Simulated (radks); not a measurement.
Species: Er30+. Configuration: [Kr] 4d2. Calculated with a radial shooting solver on a logarithmic mesh with Libxc functionals: Dirac Kohn-Sham, PBE, spin-unpolarised, spherical densities, point nucleus; open shells are shared between the two j in proportion to 2j + 1.

Spin-orbit splittings of the eigenvalues, e(l+1/2) - e(l-1/2), with zeta = 2 splitting/(2l+1) and mean radii in bohr:

shell  occ.  splitting (eV)  zeta (eV)  <r> j=l-1/2  <r> j=l+1/2
2p        6           917.2      611.5      0.07145      0.07871
3p        6           196.6      131.1       0.2126       0.2258
3d       10           43.23      17.29       0.1985       0.2026
4p        6           57.35      38.24       0.4637       0.4843
4d        2           12.15      4.862       0.4784       0.4843
5p        0           23.33      15.55       0.8268       0.8540
